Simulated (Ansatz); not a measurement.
C$_{6}$H$_{15}$In, triplet (typed; the unrestricted solution is spin-contaminated), at a GFN2-xTB geometry (such geometries of metal compounds can be far from the true shape) (a higher spin typed on purpose: for a closed-shell molecule this is an excited state) (all electrons, no relativity); HF/STO-3G run with Ansatz (an electronic-structure program).

Here is a job for Ansatz.
Ansatz 0.2 input:
```yaml
crystal:
  periodic: [false, false, false]
  atoms:
    - {symbol: In, position_ang: [-0.23398741, -0.36152694, -0.55690864]}
    - {symbol: C, position_ang: [2.16381966, 0.40889531, -0.09475373]}
    - {symbol: C, position_ang: [2.51571723, 1.70987648, -0.74761026]}
    - {symbol: H, position_ang: [2.64110285, -0.45326256, -0.55793624]}
    - {symbol: H, position_ang: [2.28567277, 0.40099473, 0.98308425]}
    - {symbol: H, position_ang: [1.99831936, 2.53973899, -0.26927802]}
    - {symbol: H, position_ang: [2.25803581, 1.69830154, -1.80830774]}
    - {symbol: H, position_ang: [3.59211231, 1.90687548, -0.67461138]}
    - {symbol: C, position_ang: [-0.49591561, -2.45485353, 0.67538283]}
    - {symbol: C, position_ang: [-0.97858066, -2.08439410, 2.05953176]}
    - {symbol: H, position_ang: [0.49850946, -2.90378075, 0.70372527]}
    - {symbol: H, position_ang: [-1.18637427, -3.13331750, 0.17328037]}
    - {symbol: H, position_ang: [-1.97782826, -1.64700889, 2.01874353]}
    - {symbol: H, position_ang: [-0.30685733, -1.35785533, 2.52126457]}
    - {symbol: H, position_ang: [-1.02572651, -2.95958466, 2.71632037]}
    - {symbol: C, position_ang: [-0.66583161, 1.62724689, 1.02650925]}
    - {symbol: C, position_ang: [-1.21381092, 2.71681817, 0.15505427]}
    - {symbol: H, position_ang: [0.22334432, 1.90576306, 1.57847157]}
    - {symbol: H, position_ang: [-1.41138158, 1.16033134, 1.66486430]}
    - {symbol: H, position_ang: [-2.08016909, 2.36680371, -0.41100790]}
    - {symbol: H, position_ang: [-0.45981656, 3.07228126, -0.54863506]}
    - {symbol: H, position_ang: [-1.53594834, 3.57700467, 0.75386113]}
basis:
  gaussian:
    orbitals: STO-3G
hamiltonian:
  xc: hf
magnetization: {spin_polarized: true, initial_magnetization: 2}
accuracy: high
```

The log (banner, timings and long lists left out):

```
Functional definition: HF
1562 factors; integrals over basis functions are off by at most 1.1e-8 eV
mean field evaluation 1: about -160977.3837 eV, gradient 1.3e1 eV
mean field evaluation 2: about -160977.7709 eV, gradient 1.3e1 eV
mean field evaluation 4: about -160980.0478 eV, gradient 1.9e0 eV
mean field evaluation 8: about -160980.1398 eV, gradient 2.4e-1 eV
mean field evaluation 16: about -160979.9594 eV, gradient 9.7e-1 eV
mean field evaluation 32: about -160979.9601 eV, gradient 9.5e-1 eV
mean field -160980.14322780 eV, -5915.9111473614 hartree, gradient 2.3e-8 eV, S^2 2.117673; 0 other end points of the search recorded, 0 dependent functions left out
reference -160980.14322780 eV, -5915.9111473614 hartree; 51, 49 occupied and 21, 23 virtual orbitals, 1562 factors
Total energy: -160980.14322780 eV, -5915.9111473614 hartree
```
